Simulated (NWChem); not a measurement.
C3H6ClF; SMILES CC(C)(F)Cl

```xyz
11

C      0.6490     0.8368     1.2826
C     -0.0053     0.3570     0.0000
C      0.6490     0.8368    -1.2826
F     -1.3186     0.7692     0.0000
Cl    -0.0339    -1.4841     0.0000
H      0.0978     0.4613     2.1480
H      1.6857     0.4970     1.3433
H      0.6305     1.9325     1.3001
H      0.0978     0.4613    -2.1480
H      1.6857     0.4970    -1.3433
H      0.6305     1.9325    -1.3001
```
Atoms are numbered in this order, from 1.

STO-3G and 3-21G are far too small for this property and stand as cheap habits. Structure relaxed at the B3LYP/6-31G* (spherical d) level.

Question: Give the principal values of the shielding tensors (ppm) of C1, C2, F4, Cl5 from Hartree-Fock/STO-3G, GIAO (NWChem), with their diamagnetic and paramagnetic parts as GIAO splits them.

Answer: 
| atom | σ11 | σ22 | σ33 | isotropic | diamagnetic | paramagnetic |
|---|---|---|---|---|---|---|
| C1 | 207.8 | 214.2 | 238.8 | 220.3 | 246.4 | -26.2 |
| C2 | 126.2 | 156.9 | 181.0 | 154.7 | 249.5 | -94.8 |
| F4 | 385.2 | 413.4 | 483.7 | 427.4 | 455.6 | -28.2 |
| Cl5 | 915.4 | 943.7 | 1117.4 | 992.2 | 1127.8 | -135.6 |
